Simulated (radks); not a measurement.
Ionisation of the gold ion Au73+, [He] 2s2 2p2, to [He] 2s2 2p1 as the strength of local exchange is varied. All-electron calculation, scalar-relativistic Kohn-Sham, Slater X-alpha exchange (alpha = 2/3 is LDA exchange), no correlation, spin-polarised, spherical densities, finite nucleus; open shells are filled with parallel spins first (spin-orbit coupling, left out, can overturn this in heavy ions); Fermi nuclear charge, rms radius 5.4371 fm. Program: a radial shooting solver on a logarithmic mesh with Libxc functionals.

alpha  E(Au73+) (hartree)  exchange (hartree)  IE (eV)  -e of the level emptied (eV)  <r> of it (bohr)
0.667          -9963.2826            -88.2519    20127                  19951.8 (2p)           0.06156
0.831          -9985.2292           -110.1165    20209                    20038 (2p)           0.06143
0.872          -9990.7211           -115.5929    20229                    20059 (2p)           0.06139
0.939          -9999.7001           -124.5509    20263                    20094 (2p)           0.06134
x             -10009.2212           -134.0556    20298                    20131 (2p)           0.06128

Which alpha was used in the last row?

Answer. alpha = 1.01. NIST Atomic Spectra Database: 21470 +/- 90 eV (theoretical). The central value is not met in this range of alpha. Open shells are spherical and high-spin; term and fine-structure splittings are not resolved. Spin-orbit splitting is averaged out at the scalar-relativistic level.
